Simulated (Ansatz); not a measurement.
CH4BOSb, relaxed with RKS PBE-D4/def2-SVP in the Gaussian-basis code of Ansatz from a rough embedded geometry. The force threshold is 0.03 eV/Å; the program also tests the step.

Charge 0, multiplicity 1. Sb: def2 effective core potential. The bonds changed during the relaxation, so this is another structure than the one it started from.

Start:

```xyz
8

O    -1.551    0.784    1.105
Sb   -0.032    1.544    0.020
B     0.197   -0.505   -1.064
C     1.008   -0.269    0.254
H    -2.330    0.740    0.455
H    -0.104   -1.292   -1.937
H     0.723   -0.849    1.109
H     2.090   -0.152    0.057
```

By how much does the energy fall, and how many steps does the optimiser take? (An estimate is asked.)

Ansatz gave: 1.72 eV, in 15 steps.

Which bonds change most? (An estimate is asked.)

Ansatz gave: O1–B3 from 3.070 to 1.471 Å; O1–Sb2 from 2.016 to 2.403 Å; Sb2–C4 from 2.103 to 2.261 Å; Sb2–B3 from 2.330 to 2.374 Å.

Give the relaxed structure. (An estimate is asked.)

The calculation gave: 
```xyz
8

O    -1.375    0.169    0.426
Sb    0.313    1.866    0.221
B    -0.300   -0.328   -0.446
C     1.037   -0.273    0.330
H    -2.191    0.326   -0.089
H    -0.566   -0.717   -1.564
H     1.127   -0.591    1.383
H     1.953   -0.453   -0.261
```
